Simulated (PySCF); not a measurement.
r2SCAN0 on Al⁻ (aluminium, charge -1), [Ne] 3s2 3p2, high-spin 3P determinant. All numbers are calculated (PySCF 2.14, the non-relativistic Hamiltonian (point nucleus), in aug-cc-pwCVQZ (10s9p7d5f3g, 134 functions)).

```
cycle= 1 E= -242.355405396794  delta_E= -0.00447  |g|= 0.0137  |ddm|= 1.89
cycle= 2 E= -242.355669125464  delta_E= -0.000264  |g|= 0.00682  |ddm|= 0.205
cycle= 3 E= -242.355723651346  delta_E= -5.45e-05  |g|= 0.00307  |ddm|= 0.129
cycle= 4 E= -242.355735465517  delta_E= -1.18e-05  |g|= 0.000606  |ddm|= 0.0537
cycle= 5 E= -242.355736317387  delta_E= -8.52e-07  |g|= 0.00014  |ddm|= 0.0165
cycle= 6 E= -242.355736371752  delta_E= -5.44e-08  |g|= 2.76e-05  |ddm|= 0.00252
cycle= 7 E= -242.355736374518  delta_E= -2.77e-09  |g|= 3.75e-06  |ddm|= 0.000808
cycle= 8 E= -242.355736374581  delta_E= -6.38e-11  |g|= 6.24e-07  |ddm|= 0.000104
converged SCF energy = -242.355736374581  <S^2> = 2.0103695  2S+1 = 3.0069051
```

Highest occupied orbital energy: 0.697 eV; ⟨L²⟩ = 2.03; populations by l: s 5.99, p 8.00, d 0.01, f 0.00.

Question: Can this result be used?

Answer: With care. The calculation finished and met its thresholds. At r2SCAN0 the highest occupied level has a positive energy, so only the finite basis holds that electron; in a semilocal or global hybrid functional this comes from self-interaction and does not mean that the real anion is unbound.
